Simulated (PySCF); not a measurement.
Species: C5H6F2O2.
Numbering: `[F:1][C:2]1=[CH:3][O:4][C@@H:5]([F:6])[O:7][CH2:8][CH2:9]1` (hydrogens: H10 on C3; H11 on C5; H12, H13 on C8; H14, H15 on C9)

The geometry is computed with GFN2-xTB (gas phase).

Q: List the bond lengths, angles and torsions at this level.

A: 
```json
{"bond": "F1–C2", "length (Å)": "1.354"}
{"bond": "C2=C3", "length (Å)": "1.326"}
{"bond": "C3–O4", "length (Å)": "1.378"}
{"bond": "O4–C5", "length (Å)": "1.371"}
{"bond": "C5–F6", "length (Å)": "1.392"}
{"bond": "C5–O7", "length (Å)": "1.354"}
{"bond": "O7–C8", "length (Å)": "1.429"}
{"bond": "C8–C9", "length (Å)": "1.527"}
{"bond": "C2–C9", "length (Å)": "1.497"}
{"bond": "C3–H10", "length (Å)": "1.079"}
{"bond": "C5–H11", "length (Å)": "1.100"}
{"bond": "C8–H12", "length (Å)": "1.092"}
{"bond": "C8–H13", "length (Å)": "1.098"}
{"bond": "C9–H14", "length (Å)": "1.094"}
{"bond": "C9–H15", "length (Å)": "1.092"}
```

A selection of angles:
```json
{"angle": "F1–C2–C3", "degrees": "117.6"}
{"angle": "F1–C2–C9", "degrees": "114.5"}
{"angle": "C3–C2–C9", "degrees": "127.9"}
{"angle": "C2–C3–O4", "degrees": "126.5"}
{"angle": "C3–O4–C5", "degrees": "118.7"}
{"angle": "O4–C5–F6", "degrees": "108.2"}
{"angle": "O4–C5–O7", "degrees": "118.7"}
{"angle": "F6–C5–O7", "degrees": "109.5"}
{"angle": "C5–O7–C8", "degrees": "118.8"}
{"angle": "O7–C8–C9", "degrees": "114.3"}
{"angle": "C2–C9–C8", "degrees": "110.2"}
```

Torsions: F1–C2–C3–O4 179° (antiperiplanar); C2–C3–O4–C5 -24° (synperiplanar); C3–O4–C5–F6 -51° (synclinal); O4–C5–O7–C8 -43° (synclinal); C5–O7–C8–C9 -41° (synclinal); O7–C8–C9–C2 74° (synclinal); F1–C2–C9–C8 145° (anticlinal).

The C–F distances run from 1.354 Å (F1–C2, drawn single) to 1.392 Å (C5–F6, drawn single), a spread of 0.038 Å. O7 (cyclic ether oxygen) is bent (angle 118.8°). The C–O distances run from 1.354 Å (C5–O7, drawn single) to 1.429 Å (O7–C8, drawn single), a spread of 0.075 Å. Of the pairs four or more bonds apart, F6···C9 is among the closest relative to their van der Waals radii: 2.87 Å, 90 % of the sum of Bondi's values. The C–C distances run from 1.326 Å (C2=C3, drawn double) to 1.527 Å (C8–C9, drawn single), a spread of 0.201 Å. The 7-membered ring C2–C3–O4–C5–O7–C8–C9 has internal angles of 110.2° to 127.9°; it is puckered, 0.31 Å rms from its mean plane, widest ring torsion 75°.

Point group: C1 (no symmetry element, even within 0.4 Å). Whether it is a minimum is left open (no frequencies). One conformer, not necessarily the lowest.
